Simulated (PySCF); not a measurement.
# From computed data to an observable: oscillator strength and radiative lifetime

C₃H₄BCl, SMILES C#CB(C)Cl.

The structure is a stationary point at PBE0-D3(BJ)/def2-SVP. The structure was generated by enumeration, and PubChem lists no compound with its InChIKey, so it may never have been made.

TDA-ωB97X/def2-SVPD in PySCF puts the first singlet state with f over 0.02 at 5.84 eV (vertical), with the transition dipole (-0.555, -0.455, -0.080) in atomic units.

Find the oscillator strength, the wavelength and the radiative lifetime that this transition would have in vacuum if emission retraced absorption.


|μ|² = 0.5214 au, so |μ| = 1.84 D. ΔE = 5.84/27.211 = 0.2146 hartree. f = (2/3) ΔE |μ|² = 0.075 (the program prints 0.075).
λ = 1239.84/5.84 = 212 nm; ν = 47103 cm⁻¹.
Einstein's coefficient A = 0.6670 ν² f s⁻¹ (ν in cm⁻¹) = 1.1e8 s⁻¹, so τ = 1/A = 9.1 ns. This state is S3; the lower singlets have f = 0.000, 0.001. The figure is the radiative limit of this one transition; relaxation, internal conversion, crossing to triplets and a medium change what is measured.
